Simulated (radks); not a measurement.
Species: Ho XLI. Configuration: [Ar] 3d9 (the NIST ground configuration). Calculated with a radial shooting solver on a logarithmic mesh with Libxc functionals: scalar-relativistic Kohn-Sham, BLYP, spin-polarised, spherical densities, finite nucleus; open shells are filled with parallel spins first (spin-orbit coupling, left out, can overturn this in heavy ions); Fermi nuclear charge, rms radius 5.2022 fm.

Unscreened Slater integrals over Kohn-Sham orbitals (eV). They are taken over the spin-up orbitals.

| integral | value |
|---|---|
| F0(3d,3d) | 123.53 |
| F2(3d,3d) | 63.225 |
| F4(3d,3d) | 40.743 |
| F0(3d,3p) | 115.22 |
| F2(3d,3p) | 55.521 |
| G1(3d,3p) | 60.470 |
| G3(3d,3p) | 40.039 |
| F0(3d,3s) | 114.39 |
| G2(3d,3s) | 46.452 |
| F0(3p,3p) | 110.33 |
| F2(3p,3p) | 55.431 |
| F0(3p,3s) | 109.50 |
| G1(3p,3s) | 71.517 |
| F0(3s,3s) | 108.93 |

Derived for the open shells (J is the average intra-shell exchange parameter used in DFT+U). 3d: Racah B = F2/49 - 5 F4/441 = 0.8284 eV, C = 35 F4/441 = 3.234 eV, C/B = 3.90, F4/F2 = 0.644, J = (F2 + F4)/14 = 7.426 eV.
